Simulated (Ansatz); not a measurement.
Process, species as SMILES: CCB(N)N [diaminoboranylethane] -> C[CH]B(N)N + H atom (the C-H bond at the site shown breaks; other sites are not compared here)
Geometries: B3LYP-D3(BJ)/def2-TZVP minima from Ansatz (a first-principles code), one conformer each, not searched for the lowest.
Geometry of the first species:
SMILES: B(N)(N)CC
```xyz
14

C      1.9339    -0.3855    -0.5848
C      0.9890     0.3923     0.3352
B     -0.5655     0.1044     0.1620
N     -1.4889     0.7970     0.9885
N     -1.0249    -0.8277    -0.8005
H      2.9805    -0.1317    -0.4037
H      1.8341    -1.4643    -0.4391
H      1.7288    -0.1746    -1.6376
H      1.2607     0.1966     1.3794
H      1.1569     1.4673     0.1985
H     -1.1946     1.4633     1.6795
H     -2.4863     0.6783     0.9485
H     -0.3994    -1.3339    -1.4002
H     -1.9933    -1.0495    -0.9541
```
Charge 0, spin multiplicity 1.

Quantity: bond dissociation energy (electronic energy difference), in eV. Valence correlation only, unless marked. UHF or UKS for open shells. Spin-orbit coupling is left out. No relativistic terms. CBS marks a two-point X^-3 extrapolation of the correlation energy; Hartree-Fock from the larger set.

| level | program | bond dissociation energy (eV) |
|---|---|---|
| revPBE-D4/def2-TZVPD | Ansatz + dftd4 | 4.12 |
| CAM-B3LYP-D4/def2-TZVPD | Ansatz + dftd4 | 4.28 |

Question: What does CCSD(T)/CBS(cc-pVTZ,cc-pVQZ) (Ansatz) give?

Answer: 4.40 eV, so CAM-B3LYP-D4/def2-TZVPD differs from it by -0.12 eV.
